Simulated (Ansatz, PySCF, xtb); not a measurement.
Ligand exchange on a metal centre used in film growth or etching (Ta Cl-F). Isolated molecules, 0 K electronic values unless said otherwise.

Quantity: redistribution energy (mixed species minus the weighted end members), in kcal/mol.

Level 1: TPSSh-D3(BJ)/def2-TZVP // PBE-D3(BJ)/def2-SVP (PySCF)
Level 2: M06-2X/6-31G* (LANL2DZ on Ta) // PBE-D3(BJ)/def2-SVP (PySCF)
Level 3: HF/def2-TZVPP // PBE-D3(BJ)/def2-SVP (Ansatz, an electronic-structure program)
Level 4: GFN2-xTB (xtb)

```tsv
species	level 1	level 2	level 3	level 4
2 of 5 Cl replaced by F: [Ta(Cl)3(F)2]	0.94	1.64	-0.13	4.20
4 of 5 Cl replaced by F: [Ta(Cl)(F)4]	…	…	0.23	-3.85
3 of 5 Cl replaced by F: [Ta(Cl)2(F)3]	0.13	-0.45	…	-1.78
```

Question: Fill in the missing entries.

Answer: 
- 4 of 5 Cl replaced by F: [Ta(Cl)(F)4], level 1: 0.81
- 4 of 5 Cl replaced by F: [Ta(Cl)(F)4], level 2: 0.35
- 3 of 5 Cl replaced by F: [Ta(Cl)2(F)3], level 3: -1.24
